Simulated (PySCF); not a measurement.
# How methods differ on the ionisation energy of Hg⁵⁸⁺

Hg⁵⁸⁺ [Ar] 3d4 [3d3/2^4, M_J = 0] → Hg⁵⁹⁺ [Ar] 3d3 [3d3/2^3, M_J = 3/2], as a difference of total energies. Calculation: PySCF 2.14, in an uncontracted even-tempered set (15 s from 18 bohr⁻², ratio 2.8; 13 p from 23 bohr⁻², ratio 2.8; 8 d from 23 bohr⁻², ratio 2.8; 3 f from 74 bohr⁻², ratio 3); the two-component X2C-1e Hamiltonian. Correlated levels: [Ne] frozen; the 78 highest virtual spinors dropped. "Screened" scales the spin-orbit matrix elements by Boettger's factors to mimic the two-electron term; Breit and QED terms are absent.

```tsv
method	ionisation energy (eV)
GHF (spin-free)	5993.3
GMP2 (spin-free)	5993.3
GHF (screened spin-orbit)	6046.0
GMP2 (screened spin-orbit)	6046.8
```

Breit and QED terms and the two-electron picture change are absent.

The spin-free rows relax to the high-spin LS determinant and lack the spin-orbit shift.

The labels give the starting determinants; with spin-orbit coupling the two ends relaxed to ⟨J²⟩ = 0.00, ⟨L²⟩ = 2.48, ⟨S²⟩ = 2.48 and ⟨J²⟩ = 3.76, ⟨L²⟩ = 7.57, ⟨S²⟩ = 2.08.

For comparison: 6041 ± 6 eV (theoretical estimate listed by NIST; NIST Atomic Spectra Database, ionization energies).
